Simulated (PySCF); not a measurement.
NICS in rings of unrelated molecules.

Definitions: NICS(0) = −σiso at the ring centroid; NICS(1) = −σiso and NICS(1)zz = −σzz at ±1 Å along the ring normal z. Level: GIAO PBE0/pcSseg-1 (PySCF, non-relativistic, gas phase) on the PBE0-D3(BJ)/def2-SVP geometries, one conformer each. Atom numbers follow the mapped SMILES.

Task: Order these rings by mean NICS(1)zz, lowest (most negative) first (ppm).
A. ring C4–C5–C6–C7–C8–C13 in `[O:1]=[C:2]([F:3])[c:4]1[cH:5][cH:6][cH:7][c:8]2[cH:9][cH:10][cH:11][cH:12][c:13]12`
B. ring C4–C5–Si6–N7–Si8 in `[SiH3:1][N:2]([SiH3:3])[C@@H:4]1[CH2:5][SiH2:6][NH:7][SiH2:8]1`
C. ring C3–C4–C5–C6–C8–C9 in `[OH:1][CH2:2][c:3]1[cH:4][cH:5][c:6]([F:7])[cH:8][cH:9]1`
D. ring C2–C3–C4 in `[CH2:1]=[C:2]1[CH:3]=[C:4]1[O:5][CH:6]=[O:7]`

Result: C (-27.5), A (-26.4), D (-8.4), B (-0.1).

```
                               SMILES                                                      ring  NICS(0)  NICS(1)  NICS(1)zz  HOMA  rms pucker (Å)  ring atoms with four or more neighbours
                        OCc1ccc(F)cc1          6-membered carbocycle; formal bonds all aromatic    -10.1    -11.3      -27.5  0.99            0.00                                        0
                 O=C(F)c1cccc2ccccc12          6-membered carbocycle; formal bonds all aromatic     -8.4    -11.2      -26.4  0.75            0.00                                        0
                         C=C1C=C1OC=O    3-membered carbocycle; formal bonds 1 double, 2 single    -25.7     -6.6       -8.4  0.04            0.00                                        0
[SiH3]N([SiH3])[C@@H]1C[SiH2]N[SiH2]1  5-membered ring with N and 2 Si; formal bonds all single     -6.2     -3.1       -0.1     –            0.18                                        4
```

NICS(0) gives another order. The isotropic NICS(1) gives the same order. HOMA uses Krygowski's 1993 parameters; it is left out where a ring has a four-coordinate atom, a triple bond, no multiple bond or a kind of bond without parameters. NICS(1) and NICS(1)zz are means over the two faces.
